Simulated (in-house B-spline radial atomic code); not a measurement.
**Excitations of Xe VII (Xe6+) by several methods**

Full response, energies in eV; labels give the largest channel, * marks a mixed state, a dash one above the method's threshold, and an imaginary frequency an unstable closed-shell reference. Computed with a B-spline radial code for spherical atoms: linear response of the closed shell [Kr] 4d10 5s2 with each method's own kernel (bare exchange for TDHF, static screening on G0W0 levels for BSE, the adiabatic kernel for functionals); scalar-relativistic (spin-free one-electron X2C), finite nucleus, no spin-orbit coupling, no double excitations, S, P, D and F terms only; shells from n = 3 respond. Only terms of natural parity with L up to 3 were computed.

```tsv
method	5s → 5p 3P	5s → 5p 1P	5s → 4f 3F	α (bohr³)
TDHF	11.319	16.695	32.98	5.246
BSE on G0W0@HF	12.955	17.795	36.12	4.714
LDA VWN5	13.986	18.150	33.08	4.516
PBE	13.724	18.017	32.52	4.586
PBE0	?	?	?	?
B3LYP (VWN-RPA)	13.396	17.905	32.85	4.633
CAM-B3LYP	13.294	17.828	32.92	4.657
LC-wPBE	13.008	17.473	32.38	4.796
wB97X	13.883	17.439	33.09	4.814
HSE06	?	?	?	?
BHandHLYP	12.802	17.526	32.96	4.813
BLYP	13.679	18.177	32.72	4.512
PBEsol	13.587	17.926	32.54	4.623
BP86	13.599	17.906	32.52	4.63
LDA exchange-only	13.327	18.111	32.98	4.537
B97-1	13.936	17.751	32.88	4.712
RPBE	13.522	17.885	32.21	4.652
OLYP	13.034	17.818	31.57	4.692
```

Task: What does PBE0 give?

Result: 5s → 5p 3P: 13.232; 5s → 5p 1P: 17.651; 5s → 4f 3F: 32.61; α: 4.753 (eV, bohr³).

Task: What does HSE06 give?

Result: 5s → 5p 3P: 13.197; 5s → 5p 1P: 17.606; 5s → 4f 3F: 32.73; α: 4.765 (eV, bohr³).
